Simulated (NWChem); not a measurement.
Molecule: MgHBr; SMILES [MgH][Br]

```xyz
3

Mg    -0.0005    -1.6247     0.0000
H     -0.0025    -3.3196     0.0000
Br     0.0004     0.7326     0.0000
```
Atoms are numbered in this order, from 1.

Geometry: optimised at B3LYP/6-31G* (spherical d).

Q: List the 6 lowest vertical singlet excitations from CAM-B3LYP/aug-cc-pVDZ, full TDDFT (NWChem).

A: 
```json
[
 {"state": "S1", "energy (eV)": "5.88", "oscillator strength": "0.040", "leading excitation (squared amplitude)": "HOMO−1 → LUMO (0.91)"},
 {"state": "S2", "energy (eV)": "5.88", "oscillator strength": "0.040", "leading excitation (squared amplitude)": "HOMO → LUMO (0.91)"},
 {"state": "S3", "energy (eV)": "6.50", "oscillator strength": "0.115", "leading excitation (squared amplitude)": "HOMO−2 → LUMO+2 (0.82)"},
 {"state": "S4", "energy (eV)": "6.50", "oscillator strength": "0.115", "leading excitation (squared amplitude)": "HOMO−2 → LUMO+1 (0.82)"},
 {"state": "S5", "energy (eV)": "6.54", "oscillator strength": "0.000", "leading excitation (squared amplitude)": "HOMO → LUMO+1 (0.41)"},
 {"state": "S6", "energy (eV)": "6.57", "oscillator strength": "0.000", "leading excitation (squared amplitude)": "HOMO−1 → LUMO+2 (0.41)"}
]
```
